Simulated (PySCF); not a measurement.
# Identify the compound

Molecular formula: C$_{4}$H$_{12}$AlF$_{2}$NO. Simulated spectra:

1H NMR (500 MHz, computed): δ 5.96 (m, 1H), 4.42 (s, 2H), 3.83 (br, 3H), 2.66 (s, 6H).

13C{1H} NMR (computed): δ 121.7 (CH), 84.0 (CH2), 42.5 (CH3, 2C).

[PySCF 2.14: shielding tensors at B3LYP/pcSseg-1 (GIAO); coordinates at the PBE0-D3(BJ)/def2-SVP level; one averaged value for each set of equivalent atoms; no solvent; one conformer; no relativistic terms]

Scale: TMS for 1H, 13C (reference shieldings calculated alike).

Problem. What is the structure?

Solution. 
1. 3 carbon signals for 4 carbons: some carbons are equivalent by symmetry or fast rotation.
2. Carbon types of the structure: 1 × CH, 1 × CH2, 2 × CH3, leaving 3 H on heteroatoms.
3. δC 121.7: sp3 CH bonded to 2 F and O; 3 electronegative neighbours deshield it.
4. δC 84.0: sp3 CH2 bonded to N and O; 2 electronegative neighbours deshield it.
5. δC 42.5: methyl carbon bonded to N; pulled downfield by the heteroatom.
6. δH 5.96: hydrogen on an sp3 CH bonded to 2 F and O; its carbon carries F and O, hence the downfield position.
7. δH 4.42: hydrogen on an sp3 CH2 bonded to N and O; its carbon carries N and O, which withdraws density.
8. δH 3.83: hydrogen on an aluminium bonded to N.
9. δH 2.66: hydrogen on a methyl carbon bonded to N; its carbon carries N, which withdraws density.

These data were computed for `C[N+](C)([AlH3-])COC(F)F`.

The shifts were computed for this structure.

Hydrides on Al or Ga are broadened by the quadrupolar metal nucleus. Splittings by 19F in the carbon and heteronuclear signals aren't shown, as no couplings were computed. Shifts are as computed. Against solution values, carbons near 30 ppm lie about +2 ppm off and those near 130 ppm about +6 ppm. Of 1309 compounds with measured shifts, 239 miss one by over three times the rms of a fit or turn the order of signals round; such compounds aren't used in these exercises. Multiplicities follow the n + 1 count of equivalent neighbours, as no J values were calculated; m marks all less simple cases, F and P coupling included.
